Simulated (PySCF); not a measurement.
Isomers of C8H16, one GFN2-xTB conformer each. Single-point energies are computed at PBE0/pcSseg-1 (PySCF, gas phase, no added dispersion term), electronic only.

```json
{"SMILES": "CCC1CCCCC1", "GFN2-xTB relative energy (kJ/mol)": "0.0"}
{"SMILES": "C=CC[C@@H](C)C(C)C", "GFN2-xTB relative energy (kJ/mol)": "135.1"}
{"SMILES": "C=CCC(C)(C)CC", "GFN2-xTB relative energy (kJ/mol)": "131.7"}
{"SMILES": "CC1CCCCCC1", "GFN2-xTB relative energy (kJ/mol)": "25.7"}
```

Conformers: `[CH3:1][CH2:2][CH:3]1[CH2:4][CH2:5][CH2:6][CH2:7][CH2:8]1` with C1–C2–C3–C4 170°, C2–C3–C4–C5 180°, C3–C4–C5–C6 -58°, C4–C5–C6–C7 58°, C5–C6–C7–C8 -58°; `[CH2:1]=[CH:2][CH2:3][C@@H:4]([CH3:5])[CH:6]([CH3:7])[CH3:8]` with C1–C2–C3–C4 -124°, C2–C3–C4–C5 68°, C3–C4–C6–C7 -51°; `[CH2:1]=[CH:2][CH2:3][C:4]([CH3:5])([CH3:6])[CH2:7][CH3:8]` with C1–C2–C3–C4 115°, C2–C3–C4–C5 -62°, C3–C4–C7–C8 57°; `[CH3:1][CH:2]1[CH2:3][CH2:4][CH2:5][CH2:6][CH2:7][CH2:8]1` with C1–C2–C3–C4 -167°, C2–C3–C4–C5 90°, C3–C4–C5–C6 -72°, C4–C5–C6–C7 55°.

Task: What does PBE0/pcSseg-1 give for the same structures?

Result: 
| SMILES | PBE0/pcSseg-1 E (Eh) | PBE0/pcSseg-1 (kJ/mol) | GFN2-xTB (kJ/mol) | point group |
| --- | --- | --- | --- | --- |
| CCC1CCCCC1 | -314.07389 | 0.0 | 0.0 | C1 |
| CC1CCCCCC1 | -314.06395 | 26.1 | 25.7 | C1 |
| C=CCC(C)(C)CC | -314.03496 | 102.2 | 131.7 | C1 |
| C=CC[C@@H](C)C(C)C | -314.03391 | 105.0 | 135.1 | C1 |

Both levels put the same isomer lowest; measured from each level's own lowest isomer, the values differ by up to 30.1 kJ/mol (C=CC[C@@H](C)C(C)C: 135.1 against 105.0). As drawn, the highest has a C=C bond outside aromatic rings, which the lowest lacks. Neighbours under 10 kJ/mol apart (C=CCC(C)(C)CC and C=CC[C@@H](C)C(C)C) can change places with a better method, another conformer or zero-point energy.

Task: Which frontier levels, dipoles and rotational constants go with these structures?

Result: 
```json
{"SMILES": "CCC1CCCCC1", "HOMO (eV, PBE0/pcSseg-1)": "-8.13", "LUMO (eV)": "1.56", "dipole (D)": "0.04", "A, B, C (MHz)": "3868, 1307, 1063"}
{"SMILES": "CC1CCCCCC1", "HOMO (eV, PBE0/pcSseg-1)": "-8.36", "LUMO (eV)": "1.43", "dipole (D)": "0.09", "A, B, C (MHz)": "3007, 1702, 1264"}
{"SMILES": "C=CCC(C)(C)CC", "HOMO (eV, PBE0/pcSseg-1)": "-7.34", "LUMO (eV)": "0.46", "dipole (D)": "0.36", "A, B, C (MHz)": "2586, 1453, 1195"}
{"SMILES": "C=CC[C@@H](C)C(C)C", "HOMO (eV, PBE0/pcSseg-1)": "-7.32", "LUMO (eV)": "0.54", "dipole (D)": "0.43", "A, B, C (MHz)": "3290, 1105, 1026"}
```
